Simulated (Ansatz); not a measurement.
Consider the redistribution: `CC[Si]CC` + `F[SiH](F)Br` → `CC[Si]F` + `CC[SiH](F)Br`.

Program: Ansatz. Geometries: PBE0-D4/def2-TZVP. ΔE: electronic, gas phase. CBS: MP2 limit from def2 TZ/QZ plus the TZ coupled-cluster correction, frozen cores. DFT in def2-TZVPP. B3LYP here is the variant with VWN-RPA as its local correlation; programs differ in this. For Br outer-core shells are correlated without core-valence functions, which leaves a few kJ/mol of doubt a bond. Scalar relativity is left out up to krypton. Each species was taken in one conformer, which may not be the lowest.

| level | ΔE (kJ/mol) | difference from CCSD(T)/CBS |
| --- | --- | --- |
| PBE-D4 | -45.8 | -5.6 |
| r2SCAN-D4 | -42.5 | -2.3 |
| B3LYP-D4 | -46.0 | -5.8 |
| ωB97X-V | -47.5 | -7.3 |
| ωB97M-V | -47.8 | -7.6 |
| r2SCAN | -43.5 | -3.3 |
| HF/def2-TZVPP | -47.0 | -6.8 |
| HF/def2-QZVPP | -46.4 | -6.2 |
| MP2/def2-QZVPP | -38.7 | 1.5 |
| HF/CBS(def2) | -46.4 | -6.2 |
| CCSD(T)/CBS | -40.2 | 0 |

Largest T1 diagnostic among the species: 0.013.

The D4 term adds +5.6 kJ/mol with B3LYP and +3.1 kJ/mol with PBE0; it sums over pairs of atoms, weighted by their polarisabilities, and B3LYP, whose exchange is more repulsive, gets the larger term. In def2-TZVPP, CCSD(T) changes the Hartree–Fock value by +8.2 kJ/mol (the triples alone add +1.4 kJ/mol) and MP2 by +9.0 kJ/mol.
